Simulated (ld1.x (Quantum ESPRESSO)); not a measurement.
# F: excitation energies, all-electron against TM

- Element: fluorine (F)
- Generator: ld1.x (Quantum ESPRESSO) 7.5
- Type: norm-conserving Troullier–Martins (Kleinman–Bylander form)
- Functional: LDA (PZ)
- Relativity: non-relativistic
- Frozen core: [He]
- Valence charge: 7
- Reference configuration: 2s2 2p5
- Partial waves: 2s (bound): rc 0.75 bohr; 2p (bound): rc 1.30 bohr; 3d channel at 0.4 Ry: rc 1.00 bohr
- Local potential: the d channel
- Core correction: Bessel-smoothed model core inside 0.60 bohr

Energies are relative to the spin-unpolarised reference configuration 2s2 2p5; without spin polarisation the order of configurations can differ from experiment. Spin-polarised rows fill each open shell by Hund’s rule, majority spin first.

```json
{"valence configuration": "2s2 2p4", "charge": "+1", "ΔE all-electron (eV)": "19.566", "error AE − PS (meV)": "+12"}
{"valence configuration": "2s2 2p3", "charge": "+2", "ΔE all-electron (eV)": "58.089", "error AE − PS (meV)": "+124"}
{"valence configuration": "2s2 2p2", "charge": "+3", "ΔE all-electron (eV)": "118.826", "error AE − PS (meV)": "+555"}
{"valence configuration": "2s2 2p1", "charge": "+4", "ΔE all-electron (eV)": "204.689", "error AE − PS (meV)": "+1696"}
{"valence configuration": "2s1 2p6", "charge": "0", "ΔE all-electron (eV)": "18.302", "error AE − PS (meV)": "+26"}
{"valence configuration": "2s2 2p5.3", "charge": "-0.3", "ΔE all-electron (eV)": "-2.729", "error AE − PS (meV)": "+0.1"}
{"valence configuration": "2s2 2p5 (spin-polarised)", "charge": "0", "ΔE all-electron (eV)": "-0.379", "error AE − PS (meV)": "+13"}
{"valence configuration": "2s2 2p4 (spin-polarised)", "charge": "+1", "ΔE all-electron (eV)": "17.734", "error AE − PS (meV)": "+73"}
```

Question: What are ΔE and the potential's error for 2s1 2p5?

Answer: ΔE = 38.127 eV all-electron; the error (AE − PS) is -20 meV.
